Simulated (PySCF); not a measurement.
Vibration and rotation of PrSi

M06 constants of PrSi, sextet, about 2.6 electrons in the 4f shell (Mulliken), real f orbitals that mix terms (Pr x2c-TZVPall, Si x2c-TZVPall; spin-free X2C with a Gaussian nucleus (PySCF 2.14); masses 140.9076 and 27.9769 u):

```
ωe                      : 255.9 cm⁻¹
ωexe                    : 0.741 cm⁻¹
Be                      : 0.092666 cm⁻¹
αe                      : 0.000401 cm⁻¹
De to Pr (4f3 6s2) + Si : 2.04 eV
```

Task: What force constant and bond length do these constants imply?

Result: Reduced mass μred = 23.342 u; k = 5.8918×10⁻⁷·μred·ωe² (u, cm⁻¹, mdyn/Å) = 0.901 mdyn/Å; Re = √(16.8576/(μred·Be)) (u, cm⁻¹, Å) = 2.792 Å.

Task: Estimate the centrifugal constant D from the Kratzer relation and find the Dunham coefficient a1.

Result: D = 4Be³/ωe² = 4.86e-08 cm⁻¹; a1 = −1 − αeωe/(6Be²) = -2.99.

These are scalar-relativistic numbers at best; spin–orbit coupling would shift them, the dissociation energy most. With d or f electrons several states lie close, and the lowest PBE0 determinant need not be the measured ground state.
